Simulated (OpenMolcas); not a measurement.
An atom or ion with 7 electrons was computed by XMS-CASPT2, IPEA 0.25 Eh, imaginary shift 0.1 Eh with spin-orbit coupling (OpenMolcas, ANO-RCC-VTZP, DKH2). The lowest levels that the run gave, each within 12 % of the measured value where one is at hand:

```json
{"J": "3/2", "Parity": "odd", "E (eV)": "0.0000", "g": "2.002"}
{"J": "3/2", "Parity": "odd", "E (eV)": "5.238", "g": "0.800"}
{"J": "5/2", "Parity": "odd", "E (eV)": "5.242", "g": "1.200"}
{"J": "1/2", "Parity": "odd", "E (eV)": "7.844", "g": "0.666"}
{"J": "3/2", "Parity": "odd", "E (eV)": "7.845", "g": "1.334"}
{"J": "5/2", "Parity": "even", "E (eV)": "22.701", "g": "1.601"}
{"J": "3/2", "Parity": "even", "E (eV)": "22.771", "g": "1.735"}
{"J": "1/2", "Parity": "even", "E (eV)": "22.812", "g": "2.671"}
{"J": "3/2", "Parity": "even", "E (eV)": "31.660", "g": "0.800"}
{"J": "5/2", "Parity": "even", "E (eV)": "31.661", "g": "1.200"}
```

**Question.** Which ion is it, and what are the configurations and terms?

**Answer.** Ne IV (Z = 10, charge +3; active space 5 electrons in 4 orbitals (2s 2p)). J, parity and g give the terms where levels are pure, and mixed ones are named by the computed weights; the size of the splittings, set against known spectra of the 7-electron sequence, gives the charge. In order, with the measured energies in eV (Moore, Atomic Energy Levels, vol. I, NSRDS-NBS 35 (1971 reprint of NBS Circular 467, 1949)): 2s² 2p³ ⁴S°_3/2, 2s² 2p³ ²D°_3/2, 2s² 2p³ ²D°_5/2, 2s² 2p³ ²P°_1/2, 2s² 2p³ ²P°_3/2, 2s 2p⁴ ⁴P_5/2 (22.7957), 2s 2p⁴ ⁴P_3/2 (22.8722), 2s 2p⁴ ⁴P_1/2 (22.9122), 2s 2p⁴ ²D_3/2, 2s 2p⁴ ²D_5/2.

Term energies are means over components that CASPT2 splits; among the terms shown or strongly mixed into the levels shown the widest spread is 990 cm-1 (2s 2p⁴ ²D). Computed and measured levels are paired by configuration, term and J; levels that our copy of the source lacks, or whose pairing is in doubt (as where it misses far off the trend of its configuration), stay unpaired and out of the deviations. Only configurations of the active space appear.

° marks odd parity.
